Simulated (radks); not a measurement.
Task: These are the eigenvalues of the occupied orbitals of an atom or ion with whole-number occupations (eV). Calculated with a radial shooting solver on a logarithmic mesh with Libxc functionals: scalar-relativistic Kohn-Sham, SOGGA, spin-polarised, spherical densities, point nucleus.

| orbital | eigenvalue |
|---|---|
| 1s down | -20886.40 |
| 1s up | -20886.39 |
| 2s up | -3006.525 |
| 2s down | -3005.942 |
| 2p up | -2694.513 |
| 2p down | -2694.072 |
| 3s up | -548.7378 |
| 3s down | -548.4006 |
| 3p up | -446.3598 |
| 3p down | -445.9815 |
| 3d up | -280.6103 |
| 3d down | -280.0476 |
| 4s up | -104.6350 |
| 4s down | -101.6793 |
| 4p up | -76.4775 |
| 4p down | -73.2815 |
| 4d up | -36.3535 |

Which element is it, and in what charge state? The configuration may be excited. Open shells, if any, are filled with parallel spins first.

Result: Z = 43, technetium, charge +3: Tc3+ in [Kr] 4d4. The list shows which subshells hold electrons but not how many an open one holds; the 1s level, -767.56 hartree, gives Z - s = 39.2 by -(Z - s)^2/2, which with screening and relativity narrows Z to a few neighbours, and the depths of the outer levels then fix element, charge and occupations together.
